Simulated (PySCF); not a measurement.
# Low-lying terms of Kr²⁶⁺ (krypton, charge +26)

Ground state [Ne], ¹S. Calculation: PySCF 2.14, in an uncontracted even-tempered set (19 s from 1.22 bohr⁻², ratio 2.5; 12 p from 1.57 bohr⁻², ratio 2.5; 7 d from 0.866 bohr⁻², ratio 2.7; 3 f from 68 bohr⁻², ratio 2.7); scalar relativity by spin-free X2C-1e. Vertical excitation energies in eV without spin-orbit coupling; excited terms of each kind are numbered among those the solver found. Frozen: 1s2.

| term | leading excitation | EOM-EE-CCSD |
| --- | --- | --- |
| 1 3P° | 2p → s | 1668.6 |
| 1 1P° | 2p → s | 1673.5 |
| 1 3S | 2p → p | 1721.6 |
| 1 3D | 2p → p | 1730.2 |
| 1 1D | 2p → p | 1734.3 |
| 1 1P | 2p → p | 1735.0 |
| 1 3P | 2p → p | 1735.1 |
| 1 1S | 2p → p | 1767.4 |
| 2 3P° | 2p → d | 1800.6 |
| 1 3F° | 2p → d | 1804.9 |
| 1 1F° | 2p → d | 1809.7 |
| 1 1D° | 2p → d | 1811.2 |
| 2 3S | 2s → s | 1890.1 |
| 2 1S | 2s → s | 1900.1 |

The spin-orbit splitting of the hole, absent here, rivals or exceeds the spacing of these terms, so the LS terms are model states.

The solver can miss terms. The 22 highest virtual orbitals were dropped.
